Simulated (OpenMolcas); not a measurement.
# 3d ions of charge +3 along the row

```json
{
  "Program": "OpenMolcas",
  "Method": "SS-CASPT2, IPEA 0.25 Eh, imaginary shift 0.1 Eh",
  "Basis": "ANO-R2",
  "Scalar Hamiltonian": "X2C, finite nucleus",
  "Spin-orbit coupling": "RASSI with atomic mean-field integrals over the reference wave functions, term energies averaged over their components"
}
```

Active space: the 3d shell; CASPT2 also correlates the outermost closed s and p core shells.

B and C come from two terms' centres of gravity (d2, d8: 3P = 15B, 1G = 12B + 2C; d3, d7: 4P = 15B, 2G = 4B + 3C; d4, d6: 3G = 9B + 4C, 3H = 4B + 4C; d5: 4D = 17B + 5C, 4G = 10B + 5C, above the ground term), where all their levels are at least 80 % pure. ζ = ±2S·A comes from the whole width of the ground multiplet by E(J) = (A/2) J(J+1), where its levels are at least 85 % pure. Energies in cm-1.

```
 Ion  Configuration  Lowest level  Weight (%)     B  B measured     C  C measured    ζ  ζ measured
 V3+            3d²           ³F₂         100   898              3822              207         210
Cr3+            3d³        ⁴F_3/2         100   955         917  3747        3677  290         270
Mn3+            3d⁴           ⁵D₀         100   885         839  4464        4401  378         354
Fe3+            3d⁵        ⁶S_5/2         100   950              4767                             
Co3+            3d⁶           ⁵D₄         100  1099              4839              583         597
Ni3+            3d⁷        ⁴F_9/2         100  1158        1146  4747        4863  732         749
Cu3+            3d⁸           ³F₄         100  1248        1237  5349        5357  870         879
```

Measured columns use the levels in Sugar and Corliss, J. Phys. Chem. Ref. Data 7, 1191 (1978) (V3+); Sugar and Corliss, J. Phys. Chem. Ref. Data 6, 317 (1977) (Cr3+); Corliss and Sugar, J. Phys. Chem. Ref. Data 6, 1253 (1977) (Mn3+); Sugar and Corliss, J. Phys. Chem. Ref. Data 10, 1097 (1981) (Co3+); Corliss and Sugar, J. Phys. Chem. Ref. Data 10, 197 (1981) (Ni3+); Sugar and Musgrove, J. Phys. Chem. Ref. Data 19, 527 (1990) (Cu3+).

The computed B goes from 898 (V3+) to 1248 cm-1 (Cu3+), a factor of 1.39, though not at every step. It departs from the measured column by +1 to +6 %. The Trees term is left out, which lowers the B read from the levels of every ion, most for d4 to d6. The pair of terms that fixes B changes along the row, so steps between ions also reflect that choice.

The computed ζ goes from 207 (V3+) to 870 cm-1 (Cu3+), a factor of 4.20, rising at every step. It departs from the measured column by -2 to +7 %.

CASPT2 does not keep the components of a term degenerate, so their means are used; among the low terms the widest spread is 1100 cm-1 (3d⁷ ²P, Ni3+). The CASPT2 spread within a term exceeds the gap to the next term for 3d³ ²P and 3d³ ²H, so the order of their levels is uncertain (figures for Cr3+; the like holds for Mn3+, Co3+, Ni3+). Some levels mix across a computed gap that differs much from the measured one, so their mixing is not that of the real levels (holds for Ni3+). Measured partners are found by configuration, term and J. A level has none where our copy of the source lacks it or the pairing is in doubt (some pairs that miss far off the trend of their configuration count as doubtful), and it then counts in no deviation. Only configurations of the active space appear.
